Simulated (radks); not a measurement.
Question: All-electron atom: the bromine ion Br4+ in [Ar] 3d10 4s2 4p1. Calculated with a radial shooting solver on a logarithmic mesh with Libxc functionals: Dirac Kohn-Sham, PBEsol, spin-unpolarised, spherical densities, point nucleus; open shells fill j = l - 1/2 first. Some entries of the table are withheld. Estimate them.

orbital  occ.  eigenvalue (hartree)  <r^2> (bohr^2)  <1/r> (bohr^-1)
1s1/2       2             -490.9288        0.002463            35.64
2s1/2       2             -65.61859         0.04234            7.951
2p1/2       2             -59.30825             (1)              (2)
2p3/2       4             -57.56392             (3)              (4)
3s1/2       2             -10.71108          0.3495            2.607
3p1/2       2              -8.51574          0.3626            2.491
3p3/2       4              -8.26380          0.3761            2.429
3d3/2       4              -4.44952          0.4200            2.173
3d5/2       6              -4.40923          0.4255            2.157
4s1/2       2              -2.47276           2.554           0.8880
4p1/2       1              -1.94120           3.173           0.7893
4p3/2       0              -1.91087           3.261           0.7766

Answer: 
(1) 2p1/2 <r^2> (bohr^2): 0.03253
(2) 2p1/2 <1/r> (bohr^-1): 7.921
(3) 2p3/2 <r^2> (bohr^2): 0.03398
(4) 2p3/2 <1/r> (bohr^-1): 7.661
